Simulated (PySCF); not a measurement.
Geometry:
| atom | x (Å) | y (Å) | z (Å) |
| --- | --- | --- | --- |
| C1 | 1.963 | 0.089 | 1.452 |
| N2 | 1.075 | -0.335 | 0.390 |
| C3 | 1.806 | -1.047 | -0.637 |
| C4 | 0.284 | 0.756 | -0.164 |
| C5 | -1.023 | 0.181 | -0.695 |
| Si6 | -1.446 | -1.250 | 0.499 |
| Si7 | -2.354 | 1.514 | -0.899 |
| H8 | 1.379 | 0.545 | 2.250 |
| H9 | 2.718 | 0.813 | 1.109 |
| H10 | 2.478 | -0.782 | 1.857 |
| H11 | 2.277 | -1.926 | -0.199 |
| H12 | 1.119 | -1.375 | -1.414 |
| H13 | 2.586 | -0.423 | -1.100 |
| H14 | 0.062 | 1.449 | 0.651 |
| H15 | 0.838 | 1.318 | -0.934 |
| H16 | -0.846 | -0.258 | -1.682 |
| H17 | -0.677 | -2.465 | 0.235 |
| H18 | -1.301 | -0.815 | 1.886 |
| H19 | -2.861 | -1.592 | 0.271 |
| H20 | -2.679 | 2.097 | 0.405 |
| H21 | -3.552 | 0.938 | -1.510 |
| H22 | -1.855 | 2.587 | -1.770 |

Computational details: geometry: GFN2-xTB, NMR shieldings at PBE0/pcSseg-1/GIAO, in PySCF 2.14 (non-relativistic, one conformer, no solvent, averaged over atoms made equivalent by symmetry, fast rotation or ring inversion).

Referencing at the same level of theory: TMS for 13C (σref 186.93), 1H (σref 31.72), 29Si (σref 349.16); 15N (σref 267.73) vs NH3.

| atoms | nucleus | count | δ (ppm) |
| --- | --- | --- | --- |
| H16 | 1H | 1 | 0.89 |
| C5 | 13C | 1 | 3.8 |
| N2 | 15N | 1 | 60.2 |
| H8/H9/H10/H11/H12/H13 | 1H | 6 | ? |
| H17/H18/H19/H20/H21/H22 | 1H | 6 | ? |
| C4 | 13C | 1 | ? |
| H14/H15 | 1H | 2 | 2.20 |
| C1/C3 | 13C | 2 | 46.0 |
| Si6/Si7 | 29Si | 2 | -75.9 |

Complete the table.

Answers


- C4: 59.1 ppm, sp3 CH2 bonded to N; pulled downfield by the heteroatom
- H17/H18/H19/H20/H21/H22: 3.82 ppm, hydrogen on a silicon bonded to C
- H8/H9/H10/H11/H12/H13: 2.26 ppm, hydrogen on a methyl carbon bonded to N; its carbon carries N, an electronegative neighbour

Shifts are as computed. Against solution values, carbons near 30 ppm lie about +3 ppm off and those near 130 ppm about +5 ppm. Of 1211 compounds with measured shifts, 218 miss one by over three times the rms of a fit or turn the order of signals round; such compounds aren't used in these exercises. Experimental scales use liquid or dissolved standards, which lie at an offset from isolated NH3 (liquid NH3: subtract about 20 ppm).
